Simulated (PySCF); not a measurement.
A calculated (r2SCAN0, PySCF 2.14, aug-cc-pVQZ with one added diffuse shell each of s, p, d, f, g type, no relativity, point nucleus) atom or ion has these occupied shells.

| shell | electrons | orbital energy (eV) | rms radius, mean of both spins (bohr) |
| --- | --- | --- | --- |
| 1s α | 1 | -532.19 | 0.232 |
| 1s β | 1 | -529.92 | 0.232 |
| 2s α | 1 | -30.865 | 1.23 |
| 2p α | 3 | -13.731 | 1.44 |
| 2p β | 2 | -9.285 | 1.44 |

Problem. Name the element and its charge.

Solution. O (oxygen, neutral), in [He] 2s1 2p5, high-spin 3P determinant (an excited configuration).
